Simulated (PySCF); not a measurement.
**Exercise with solution: dipole moment from atomic charges**

H2OSSi, SMILES O[Si]S (connectivity only; charge and spin as stated), neutral, multiplicity 1. Atoms are numbered in the order given.

```xyz
5

Si     0.7037    -0.6372     0.0000
O     -0.6247    -1.6202     0.0000
H     -1.5295    -1.2886     0.0000
S     -0.2638     1.3231     0.0000
H      0.8962     2.0009     0.0000
```

Geometry optimised at B3LYP-D3(BJ)/def2-TZVP. One conformer was computed; it need not be the lowest.

Charges (e) from PySCF with ωB97X/def2-TZVPD:

| atom | IAO | ESP fit |
|---|---|---|
| Si1 | 0.632 | 0.131 |
| O2 | -0.767 | -0.481 |
| H3 | 0.366 | 0.444 |
| S4 | -0.338 | -0.275 |
| H5 | 0.107 | 0.182 |

The dipole moment of the full density is 0.60 D.

What dipole moment does each set of point charges give, and which comes closer to that of the density?


μ = Σ q r, and 1 e Å = 4.8032 D.
IAO: Σ q r = (0.549, 0.135, 0.000) e Å, |μ| = 2.72 D.
ESP fit: Σ q r = (-0.051, 0.124, 0.000) e Å, |μ| = 0.64 D.
ESP fit comes closer in size. Point charges leave out the atoms' own dipoles (lone pairs, polarised bonds); fits to the potential absorb them, partitions of the density don't.
